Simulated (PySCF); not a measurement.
**Heteronuclear NMR**

Geometry:
| atom | x (Å) | y (Å) | z (Å) |
| --- | --- | --- | --- |
| C1 | -0.691 | 1.136 | -0.978 |
| S2 | 0.051 | 0.632 | 0.568 |
| C3 | -1.058 | -0.676 | 1.075 |
| B4 | 1.694 | -0.352 | -0.008 |
| Cl5 | 2.323 | -1.051 | 1.549 |
| Cl6 | 1.211 | -1.620 | -1.226 |
| Cl7 | 2.736 | 0.963 | -0.713 |
| H8 | -0.004 | 1.847 | -1.435 |
| H9 | -1.645 | 1.619 | -0.770 |
| H10 | -0.814 | 0.268 | -1.625 |
| H11 | -2.041 | -0.248 | 1.266 |
| H12 | -1.099 | -1.439 | 0.298 |
| H13 | -0.648 | -1.096 | 1.992 |

Method: shieldings: GIAO B97-2/pcSseg-2, PBE0-D3(BJ)/def2-TZVP geometry, in PySCF 2.14.0 with density-fitted response routines (single conformer, fast rotation and ring inversion assumed for equivalent nuclei, isolated molecule, no relativistic terms).

Problem. What are the 11B shifts?

Solution. 
```tsv
atoms	environment	σ (ppm)	δ (ppm)
B4	boron bonded to 3 Cl, S	88.3	11.9
```

Shieldings were converted by a linear fit to measured shifts: 11B: δ = 98.64 − 0.983σ (rms 2.4 ppm, 15 shifts, 9.8 ppm with the 3 outliers that the fit left out vs BF3·OEt2, solution or neat liquid). Occasional misses reach two or three times the rms, and more in compound classes unlike the fitted ones.

On a 600 MHz spectrometer 11B resonates near 192.5 MHz, so 1 ppm is 192.5 Hz.
